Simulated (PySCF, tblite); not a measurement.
Isomers of C6H9O2 (doublet state), one GFN2-xTB conformer each. Single-point energies are computed at B3LYP/pcH-1 (PySCF, gas phase, no added dispersion term), electronic only. GFN2-xTB treats the open shell by occupation alone, and not every SCF solution was tested for stability.

```
               SMILES  GFN2-xTB relative energy (kJ/mol)
COCC(=O)[C@@H]1[CH]C1                              257.0
      CC(C)[C]1OCC1=O                               77.4
     CC/C(C)=[C]\OC=O                              159.7
C[C@@H]1[CH]OC(=O)CC1                                0.0
 [CH2]OC(=O)/C(C)=C\C                              111.1
      COCC(=O)[C]1CC1                              206.6
   CO[CH]CC1=C[C@H]1O                              342.8
     C[C](C)OC(C)=C=O                              165.5
```

Conformers: `[CH3:1][O:2][CH2:3][C:4](=[O:5])[C@@H:6]1[CH:7][CH2:8]1` (doublet state) with C1–O2–C3–C4 -74°, O2–C3–C4–O5 145°, C3–C4–C6–C7 -132°; `[CH3:1][CH:2]([CH3:3])[C:4]1[O:5][CH2:6][C:7]1=[O:8]` (doublet state) with C1–C2–C4–O5 -91°; `[CH3:1][CH2:2]/[C:3]([CH3:4])=[C:5]\[O:6][CH:7]=[O:8]` (doublet state) with C1–C2–C3–C4 81°, C3–C5–O6–C7 69°, C5–O6–C7–O8 -6°; `[CH3:1][C@@H:2]1[CH:3][O:4][C:5](=[O:6])[CH2:7][CH2:8]1` (doublet state) with C1–C2–C3–O4 -142°, C2–C3–O4–C5 -7°, C3–O4–C5–O6 179°, O4–C5–C7–C8 35°; `[CH2:1][O:2][C:3](=[O:4])/[C:5]([CH3:6])=[CH:7]\[CH3:8]` (doublet state) with H–C1–O2–C3 0° and 180°, C1–O2–C3–O4 0°, O2–C3–C5–C6 -1°; `[CH3:1][O:2][CH2:3][C:4](=[O:5])[C:6]1[CH2:7][CH2:8]1` (doublet state) with C1–O2–C3–C4 62°, O2–C3–C4–O5 -1°, C3–C4–C6–C7 -18°; `[CH3:1][O:2][CH:3][CH2:4][C:5]1=[CH:6][C@H:7]1[OH:8]` (doublet state) with C1–O2–C3–C4 -23°, O2–C3–C4–C5 -73°, C3–C4–C5–C6 91°, C6–C7–O8–H 30°; `[CH3:1][C:2]([CH3:3])[O:4][C:5]([CH3:6])=[C:7]=[O:8]` (doublet state) with C1–C2–O4–C5 150°, C2–O4–C5–C6 -178°.

What does B3LYP/pcH-1 give for the same structures?

```tsv
SMILES	B3LYP/pcH-1 E (Eh)	B3LYP/pcH-1 (kJ/mol)	GFN2-xTB (kJ/mol)	point group
C[C@@H]1[CH]OC(=O)CC1	-384.48639	0.0	0.0	C1
[CH2]OC(=O)/C(C)=C\C	-384.46774	48.9	111.1	near Cs
CC(C)[C]1OCC1=O	-384.45962	70.3	77.4	C1
CC/C(C)=[C]\OC=O	-384.43360	138.6	159.7	C1
C[C](C)OC(C)=C=O	-384.41428	189.3	165.5	C1
COCC(=O)[C]1CC1	-384.40839	204.8	206.6	C1
COCC(=O)[C@@H]1[CH]C1	-384.40110	223.9	257.0	C1
CO[CH]CC1=C[C@H]1O	-384.35939	333.4	342.8	C1
```

Both levels put the same isomer lowest; measured from each level's own lowest isomer, the values differ by up to 62.2 kJ/mol ([CH2]OC(=O)/C(C)=C\C: 111.1 against 48.9). As drawn, the highest has a three-membered ring and an O–H bond, which the lowest lacks. Neighbours under 21 kJ/mol apart (C[C](C)OC(C)=C=O and COCC(=O)[C]1CC1; COCC(=O)[C]1CC1 and COCC(=O)[C@@H]1[CH]C1) can change places with a better method, another conformer or zero-point energy.

What happens when harmonic zero-point energies from GFN2-xTB frequencies are added?

```csv
SMILES,ZPE (kJ/mol),electronic (kJ/mol),with ZPE (kJ/mol)
C[C@@H]1[CH]OC(=O)CC1,362.2,0.0,0.0
[CH2]OC(=O)/C(C)=C\C,349.7,48.9,36.5
CC(C)[C]1OCC1=O,360.6,70.3,68.7
CC/C(C)=[C]\OC=O,354.9,138.6,131.3
C[C](C)OC(C)=C=O,347.8,189.3,174.9
COCC(=O)[C]1CC1,352.7,204.8,195.2
COCC(=O)[C@@H]1[CH]C1,351.9,223.9,213.6
CO[CH]CC1=C[C@H]1O,349.4,333.4,320.6
```

The zero-point energies span 14.4 kJ/mol. The order is unchanged.

As an exercise, what shares would exp(−E/RT) give at 2000 K from these electronic energies alone (no entropy, no degeneracies)?

RT = 16.629 kJ/mol: C[C@@H]1[CH]OC(=O)CC1 93.7 %, [CH2]OC(=O)/C(C)=C\C 4.9 %, CC(C)[C]1OCC1=O 1.4 %, CC/C(C)=[C]\OC=O under 0.1 %, C[C](C)OC(C)=C=O under 0.1 %, COCC(=O)[C]1CC1 under 0.1 %, COCC(=O)[C@@H]1[CH]C1 under 0.1 %, CO[CH]CC1=C[C@H]1O under 0.1 %.
